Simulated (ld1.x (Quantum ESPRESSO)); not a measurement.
An all-electron radial function and its pseudo partner (Ti)

Columns: radius, all-electron u(r) and pseudo u(r) of the 4p shell (level -1.47 eV) of titanium in the configuration [Ar] 3d2 4s2 4p0; PBE, scalar-relativistic, ultrasoft scheme, ld1.x (Quantum ESPRESSO) 7.5.

```json
{"r (bohr)": "0.185", "all-electron": "0.1046", "pseudo": "0.0040"}
{"r (bohr)": "0.370", "all-electron": "-0.0077", "pseudo": "0.0158"}
{"r (bohr)": "0.555", "all-electron": "-0.1321", "pseudo": "0.0349"}
{"r (bohr)": "0.740", "all-electron": "-0.1826", "pseudo": "0.0605"}
{"r (bohr)": "0.925", "all-electron": "-0.1671", "pseudo": "0.0913"}
{"r (bohr)": "1.110", "all-electron": "-0.1120", "pseudo": "0.1263"}
{"r (bohr)": "1.295", "all-electron": "-0.0389", "pseudo": "0.1640"}
{"r (bohr)": "1.480", "all-electron": "0.0388", "pseudo": "0.2030"}
{"r (bohr)": "1.665", "all-electron": "0.1139", "pseudo": "0.2420"}
{"r (bohr)": "1.850", "all-electron": "0.1828", "pseudo": "0.2799"}
{"r (bohr)": "2.035", "all-electron": "0.2440", "pseudo": "0.3157"}
{"r (bohr)": "2.220", "all-electron": "0.2973", "pseudo": "0.3486"}
{"r (bohr)": "2.405", "all-electron": "0.3428", "pseudo": "0.3782"}
{"r (bohr)": "2.590", "all-electron": "0.3810", "pseudo": "0.4041"}
{"r (bohr)": "2.775", "all-electron": "0.4124", "pseudo": "0.4262"}
{"r (bohr)": "2.960", "all-electron": "0.4372", "pseudo": "0.4446"}
{"r (bohr)": "3.145", "all-electron": "0.4560", "pseudo": "0.4593"}
{"r (bohr)": "3.330", "all-electron": "0.4694", "pseudo": "0.4704"}
{"r (bohr)": "3.515", "all-electron": "0.4779", "pseudo": "0.4780"}
{"r (bohr)": "3.700", "all-electron": "0.4821", "pseudo": "0.4821"}
{"r (bohr)": "3.885", "all-electron": "0.4825", "pseudo": "0.4825"}
{"r (bohr)": "4.070", "all-electron": "0.4796", "pseudo": "0.4796"}
{"r (bohr)": "4.255", "all-electron": "0.4741", "pseudo": "0.4741"}
{"r (bohr)": "4.440", "all-electron": "0.4663", "pseudo": "0.4663"}
{"r (bohr)": "4.625", "all-electron": "0.4568", "pseudo": "0.4568"}
{"r (bohr)": "4.810", "all-electron": "0.4458", "pseudo": "0.4458"}
```

**Question.** How many radial nodes do the two functions have?

**Answer.** The all-electron 4p function has n − l − 1 = 2; the pseudo-wave has 0, since the states of the same l below it are removed with the core.

**Question.** At about which radius was the pseudo-wave matched?

**Answer.** 3.70 bohr, where the columns begin to agree (steps of 0.18 bohr).

**Question.** Is the pseudo-wave norm-conserving?

**Answer.** No, it belongs to an ultrasoft set: the norm inside the radius is not constrained, and the difference is carried by the augmentation charge.
